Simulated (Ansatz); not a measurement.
`BCSCF` + `C=C[SiH2]N` → `BN[SiH2]C=C` + `CSCF`  (ligand exchange at a B–C bond)

Program: Ansatz. Geometries: PBE0-D4/def2-TZVP. ΔE: electronic, gas phase. CCSD(T)/CBS is the MP2 limit (def2-TZVPP, def2-QZVPP) plus CCSD(T) − MP2 in def2-TZVPP, frozen cores. Each species was taken in one conformer, which may not be the lowest.

`BCSCF`:

Cartesian coordinates in Å:
```
B -0.574 1.215 -1.742
C -0.152 0.643 -0.364
S 0.414 -1.064 -0.390
C 0.610 -1.366 1.351
F -0.594 -1.446 2.023
H -0.742 0.516 -2.697
H -0.778 2.390 -1.828
H 0.571 1.294 0.140
H -1.077 0.710 0.235
H 1.194 -0.570 1.819
H 1.128 -2.323 1.453
```

`C=C[SiH2]N`:

Cartesian coordinates in Å:
```
C -0.663 -1.567 0.518
C 0.468 -1.130 -0.029
Si 0.778 0.663 -0.432
N -0.512 1.724 -0.040
H -0.835 -2.615 0.750
H -1.473 -0.883 0.759
H 1.247 -1.861 -0.249
H 1.038 0.779 -1.893
H 1.984 1.112 0.316
H -0.694 2.001 0.909
H -1.340 1.776 -0.609
```

`BN[SiH2]C=C`:

```xyz
13

B    -1.068    2.355    0.604
N    -0.751    1.249   -0.191
Si   -0.526   -0.401    0.339
C     1.186   -1.005   -0.049
C     1.409   -2.050   -0.842
H    -1.218    2.201    1.782
H    -1.182    3.435    0.098
H    -0.625    1.422   -1.179
H    -1.472   -1.304   -0.373
H    -0.799   -0.402    1.796
H     2.043   -0.493    0.385
H     0.592   -2.599   -1.304
H     2.411   -2.408   -1.066
```

`CSCF`:

Cartesian coordinates in Å:
```
C 0.010 -0.975 -0.970
S 1.169 -0.162 0.142
C 0.055 0.920 1.005
F -0.394 1.970 0.228
H -0.747 -1.526 -0.411
H -0.462 -0.250 -1.632
H 0.588 -1.678 -1.570
H 0.606 1.329 1.855
H -0.824 0.372 1.353
```

| species | SCS-MP2/def2-TZVPP energy (Eh) |
| --- | --- |
| `BCSCF` | -601.81276 |
| `C=C[SiH2]N` | -423.94201 |
| `BN[SiH2]C=C` | -449.34626 |
| `CSCF` | -576.46267 |

Work out ΔE.

ΔE = (-449.34626) + (-576.46267) − (-601.81276) − (-423.94201) = -0.05416 Eh = -34.0 kcal/mol. CCSD(T)/CBS gives -33.2 kcal/mol.

Largest T1 diagnostic among the species: 0.012.

In def2-TZVPP, CCSD(T) changes the Hartree–Fock value by −0.9 kcal/mol (the triples alone add −0.4 kcal/mol) and MP2 by −1.0 kcal/mol.
